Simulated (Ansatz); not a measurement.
CHN, charge +1, doublet (typed; the unrestricted solution is spin-contaminated), geometry from GFN2-xTB (a state made from the parent by changing its charge; the spin is typed, not shown lowest). Base run: HF/def2-SVP in Ansatz (a first-principles code).

Here is a job for Ansatz.
Ansatz 0.2 input:
```yaml
crystal:
  periodic: [false, false, false]
  atoms:
    - {symbol: C, position_ang: [-0.00000000, -0.00000000, -0.72004593]}
    - {symbol: N, position_ang: [0.00000000, 0.00000000, 0.40993120]}
    - {symbol: H, position_ang: [0.00000000, 0.00000000, 1.45075717]}
basis:
  gaussian:
    orbitals: def2-SVP
hamiltonian:
  xc: hf
total_charge: 1
magnetization: {spin_polarized: true, initial_magnetization: 1}
```

The base run was repeated with changes; each row names its change, and settings that it needs were set with it.

```tsv
change	ΔE vs base (mEh)
base	0.000
occupation = up:A1:5 B1:1 B2:1 down:A1:4 B1:1 B2:1	0.000
occupation = up:A1:5 B1:1 A2:1 down:A1:4 B1:1 B2:1	1863.8
occupation = up:A1:6 B2:1 down:A1:4 B1:1 B2:1	489.3
occupation = up:A1:4 B1:1 B2:1 A2:1 down:A1:4 B1:1 B2:1	1942.8
occupation = up:A1:4 B1:1 B2:2 down:A1:4 B1:1 B2:1	396.0
symmetry_tolerance_ang = 0.01	0.000
```
